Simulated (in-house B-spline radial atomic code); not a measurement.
## Ionising Mg VIII (Mg7+) with different functionals

Computed with an all-electron radial atomic-structure program (B-spline basis): non-relativistic Hamiltonian, point nucleus, spin-polarised at highest spin, spherical fractional occupations for the functionals, and exact exchange of hybrids averaged over the configuration. The ionisation energy is the difference of two self-consistent energies, [He] 2s2 2p1 → [He] 2s2, without Breit or QED terms; ε is the level of the shell that loses the electron (its least bound occupied spin orbital).

```tsv
method	rung	ΔSCF (eV)	-ε(2p) (eV)
PBE0	global hybrid	?	?
B3LYP	global hybrid	266.57	250.51
TPSSh	global hybrid	265.73	247.97
M06-2X	global hybrid	266.97	257.11
BHandHLYP	global hybrid	266.61	256.80
r2SCAN0	global hybrid	265.53	251.23
B97-1	global hybrid	265.99	250.25
HSE06	range-separated hybrid	?	?
wB97X	range-separated hybrid	265.71	252.84
CAM-B3LYP	range-separated hybrid	266.46	252.48
LC-wPBE	range-separated hybrid	266.14	251.87
```

(1) What does HSE06 give?

(2) What does PBE0 give?

(3) Among the functionals, which spreads more, the ΔSCF values or the orbital energies?

(4) How do they compare with the NIST value?

## Answers

(1) ΔSCF 266.21 eV, and -ε(2p) = 250.79 eV.

(2) ΔSCF 266.13 eV, and -ε(2p) = 251.14 eV.

(3) The orbital energies: ΔSCF values span about 1.44 eV and the orbital energies 9.14 eV; here energy differences depend much less on the functional than eigenvalues do.

(4) NIST lists 265.92 eV ± 0.019 (semi-empirical, ground level to ground level). Errors run from -0.40 to +1.04 eV; B97-1 is closest (+0.06 eV), but part of that can be cancellation, since the calculations leave out relativity, Breit-QED terms, multiplet and fine-structure energies.
